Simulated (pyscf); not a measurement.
Single points on ωB97X-D3(BJ)/def2-SVP structures (PySCF, gas phase).

Q: Estimate by transition-state theory the rate constant of H₃C–Cd–TeH + H₂Se -> H₃C–Cd–SeH + TeH₂ (singlet surface; Cd–Te, H–Se broken, Cd–Se, H–Te formed) at 600 K, with ωB97M-D3(BJ)/def2-TZVP energies (ideal gas, 1 atm, RRHO with modes under 100 cm⁻¹ raised to 100, one conformer, R ln 2 for chiral ones without a mode under 150 cm⁻¹; no tunnelling).

A: The electronic barrier is 13.3 kcal/mol and the thermal terms add +19.9, so ΔG‡ = 33.2 kcal/mol. With k_BT/h = 1.25e+13 s⁻¹ and RT = 1.192 kcal/mol, and a volume of 8.18e-20 cm³ per molecule at 1 atm, k = 8.1e-19 cm³ molecule⁻¹ s⁻¹. Wigner's tunnelling factor for 753i cm⁻¹ would be 1.14. A shift of 1 kcal/mol in the barrier changes k by a factor 2.3. On the reactant side the descent ends in an adduct with a Cd–Se contact (not fully relaxed), 7.3 kcal/mol under the separated species and 16.1 kcal/mol under the saddle at ωB97X-D3(BJ)/def2-TZVP. On the product side the descent ends in an adduct with a Cd–Te contact (not fully relaxed), 8.2 kcal/mol under the separated species and 11.7 kcal/mol under the saddle at ωB97X-D3(BJ)/def2-TZVP. What is counted as formed (Cd–Se) is already present as a longer contact in the reactant adduct; forming that adduct is a step of its own. What is counted as broken (Cd–Te) persists as a longer contact in the product adduct; parting that adduct is a step of its own. At ωB97X-D3(BJ)/def2-TZVP the barrier from the zero used here is 8.8 kcal/mol. This is the saddle that the search found; another between the same sides may lie lower. Elements up to Kr have no core potential and no relativistic terms here. Elements past Kr carry the def2 core potentials, without spin-orbit coupling.
